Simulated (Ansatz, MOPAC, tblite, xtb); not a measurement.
Energy landscape of CH₃ (cation, charge +1), singlet: umbrella (inversion) coordinate, bond length relaxed. Scanned: angle between the C-H bonds and the threefold axis (90 = planar). Other coordinates (C-H bond length) were minimised at B3LYP/def2-TZVP.

- PM3, restricted, heats of formation (MOPAC)
- GFN1-xTB (xtb)
- GFN2-xTB, 300 K electronic temperature (tblite)
- CCSD(T)/aug-cc-pVQZ = CCSD(T) on RHF/aug-cc-pVQZ, frozen core (Ansatz, an electronic-structure program)

Energies relative to the lowest point of each profile, in kcal/mol; the last columns give the difference from CCSD(T):

```json
[
 {"a / °": "90", "PM3": "0.0", "GFN1-xTB": "0.0", "GFN2-xTB": "0.0", "CCSD(T)/aug-cc-pVQZ": "0.0", "PM3 − CCSD(T)/aug-cc-pVQZ": "0.0", "GFN1-xTB − CCSD(T)/aug-cc-pVQZ": "0.0", "GFN2-xTB − CCSD(T)/aug-cc-pVQZ": "0.0"},
 {"a / °": "93.90", "PM3": "1.0", "GFN1-xTB": "0.6", "GFN2-xTB": "0.6", "CCSD(T)/aug-cc-pVQZ": "1.1", "PM3 − CCSD(T)/aug-cc-pVQZ": "-0.2", "GFN1-xTB − CCSD(T)/aug-cc-pVQZ": "-0.5", "GFN2-xTB − CCSD(T)/aug-cc-pVQZ": "-0.5"},
 {"a / °": "96.90", "PM3": "3.1", "GFN1-xTB": "2.0", "GFN2-xTB": "1.9", "CCSD(T)/aug-cc-pVQZ": "3.6", "PM3 − CCSD(T)/aug-cc-pVQZ": "-0.5", "GFN1-xTB − CCSD(T)/aug-cc-pVQZ": "-1.6", "GFN2-xTB − CCSD(T)/aug-cc-pVQZ": "-1.6"},
 {"a / °": "99.90", "PM3": "6.4", "GFN1-xTB": "4.1", "GFN2-xTB": "4.0", "CCSD(T)/aug-cc-pVQZ": "7.4", "PM3 − CCSD(T)/aug-cc-pVQZ": "-1.0", "GFN1-xTB − CCSD(T)/aug-cc-pVQZ": "-3.2", "GFN2-xTB − CCSD(T)/aug-cc-pVQZ": "-3.4"},
 {"a / °": "102.90", "PM3": "10.8", "GFN1-xTB": "7.0", "GFN2-xTB": "6.8", "CCSD(T)/aug-cc-pVQZ": "12.5", "PM3 − CCSD(T)/aug-cc-pVQZ": "-1.7", "GFN1-xTB − CCSD(T)/aug-cc-pVQZ": "-5.5", "GFN2-xTB − CCSD(T)/aug-cc-pVQZ": "-5.7"},
 {"a / °": "105.90", "PM3": "16.4", "GFN1-xTB": "10.8", "GFN2-xTB": "10.5", "CCSD(T)/aug-cc-pVQZ": "19.0", "PM3 − CCSD(T)/aug-cc-pVQZ": "-2.6", "GFN1-xTB − CCSD(T)/aug-cc-pVQZ": "-8.2", "GFN2-xTB − CCSD(T)/aug-cc-pVQZ": "-8.6"},
 {"a / °": "108.90", "PM3": "23.2", "GFN1-xTB": "15.4", "GFN2-xTB": "14.9", "CCSD(T)/aug-cc-pVQZ": "26.9", "PM3 − CCSD(T)/aug-cc-pVQZ": "-3.7", "GFN1-xTB − CCSD(T)/aug-cc-pVQZ": "-11.5", "GFN2-xTB − CCSD(T)/aug-cc-pVQZ": "-12.0"},
 {"a / °": "111.90", "PM3": "31.3", "GFN1-xTB": "20.9", "GFN2-xTB": "20.3", "CCSD(T)/aug-cc-pVQZ": "36.2", "PM3 − CCSD(T)/aug-cc-pVQZ": "-4.9", "GFN1-xTB − CCSD(T)/aug-cc-pVQZ": "-15.3", "GFN2-xTB − CCSD(T)/aug-cc-pVQZ": "-15.9"},
 {"a / °": "114.90", "PM3": "40.6", "GFN1-xTB": "27.4", "GFN2-xTB": "26.6", "CCSD(T)/aug-cc-pVQZ": "46.9", "PM3 − CCSD(T)/aug-cc-pVQZ": "-6.3", "GFN1-xTB − CCSD(T)/aug-cc-pVQZ": "-19.5", "GFN2-xTB − CCSD(T)/aug-cc-pVQZ": "-20.3"},
 {"a / °": "117.90", "PM3": "51.3", "GFN1-xTB": "34.8", "GFN2-xTB": "33.9", "CCSD(T)/aug-cc-pVQZ": "59.0", "PM3 − CCSD(T)/aug-cc-pVQZ": "-7.7", "GFN1-xTB − CCSD(T)/aug-cc-pVQZ": "-24.2", "GFN2-xTB − CCSD(T)/aug-cc-pVQZ": "-25.1"},
 {"a / °": "120.90", "PM3": "63.5", "GFN1-xTB": "43.5", "GFN2-xTB": "42.5", "CCSD(T)/aug-cc-pVQZ": "72.7", "PM3 − CCSD(T)/aug-cc-pVQZ": "-9.2", "GFN1-xTB − CCSD(T)/aug-cc-pVQZ": "-29.2", "GFN2-xTB − CCSD(T)/aug-cc-pVQZ": "-30.2"},
 {"a / °": "123.90", "PM3": "77.3", "GFN1-xTB": "53.3", "GFN2-xTB": "52.4", "CCSD(T)/aug-cc-pVQZ": "87.8", "PM3 − CCSD(T)/aug-cc-pVQZ": "-10.5", "GFN1-xTB − CCSD(T)/aug-cc-pVQZ": "-34.5", "GFN2-xTB − CCSD(T)/aug-cc-pVQZ": "-35.4"},
 {"a / °": "126.90", "PM3": "92.9", "GFN1-xTB": "64.4", "GFN2-xTB": "63.8", "CCSD(T)/aug-cc-pVQZ": "104.5", "PM3 − CCSD(T)/aug-cc-pVQZ": "-11.6", "GFN1-xTB − CCSD(T)/aug-cc-pVQZ": "-40.1", "GFN2-xTB − CCSD(T)/aug-cc-pVQZ": "-40.8"},
 {"a / °": "129.90", "PM3": "110.3", "GFN1-xTB": "77.0", "GFN2-xTB": "76.8", "CCSD(T)/aug-cc-pVQZ": "122.9", "PM3 − CCSD(T)/aug-cc-pVQZ": "-12.6", "GFN1-xTB − CCSD(T)/aug-cc-pVQZ": "-45.9", "GFN2-xTB − CCSD(T)/aug-cc-pVQZ": "-46.1"},
 {"a / °": "132", "PM3": "123.5", "GFN1-xTB": "86.8", "GFN2-xTB": "87.1", "CCSD(T)/aug-cc-pVQZ": "136.8", "PM3 − CCSD(T)/aug-cc-pVQZ": "-13.2", "GFN1-xTB − CCSD(T)/aug-cc-pVQZ": "-49.9", "GFN2-xTB − CCSD(T)/aug-cc-pVQZ": "-49.6"}
]
```

PM3 is furthest from CCSD(T)/aug-cc-pVQZ at 132 (-13.2 kcal/mol, below); its mean absolute difference over the points is 5.7 kcal/mol.

GFN1-xTB is furthest from CCSD(T)/aug-cc-pVQZ at 132 (-49.9 kcal/mol, below); its mean absolute difference over the points is 19.3 kcal/mol.

GFN2-xTB is furthest from CCSD(T)/aug-cc-pVQZ at 132 (-49.6 kcal/mol, below); its mean absolute difference over the points is 19.7 kcal/mol.
